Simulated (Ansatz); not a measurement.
`[SiH3][O][Al]([SH])[SH]` + NH₃ → `[NH2][Al]([SH])[O][SiH3]` + H₂S  (ligand exchange at the Al–S bond)

Computed with Ansatz on PBE0-D4/def2-TZVP structures; ΔE is electronic, products minus reactants. CCSD(T)/CBS adds triple-zeta CCSD(T) − MP2 to the extrapolated MP2 energy (def2 sets, frozen cores). This one scheme is used for every species. Functionals use def2-TZVPP. HSE06 is defined as in plane-wave codes. One conformer a species, not always the lowest.

| level | ΔE (kJ/mol) | difference from CCSD(T)/CBS |
| --- | --- | --- |
| CAM-B3LYP-D4 | 15.6 | -6.9 |
| ωB97M-V | 20.6 | -1.9 |
| PBE-QIDH | 25.5 | 3.0 |
| PBE | 26.9 | 4.4 |
| revPBE | 28.5 | 6.0 |
| r2SCAN0 | 23.8 | 1.3 |
| HSE06 | 26.9 | 4.4 |
| HF/def2-SVP | 17.9 | -4.6 |
| CCSD(T)/def2-SVP | 18.1 | -4.4 |
| CCSD/def2-TZVPP | 18.7 | -3.8 |
| CCSD(T)/CBS | 22.5 | 0 |

Largest T1 diagnostic among the species: 0.012.

At CCSD(T), def2-SVP lies −4.4 kJ/mol from the extrapolated value and def2-TZVPP −1.9 kJ/mol. Leaving LDA and LC-ωPBE aside and taking each functional with its dispersion term where it has one, the values, not all of them listed here, spread over 12.4 kJ/mol, from CAM-B3LYP-D4 to revPBE-D4. LDA lies −5.7 kJ/mol from PBE without D4.
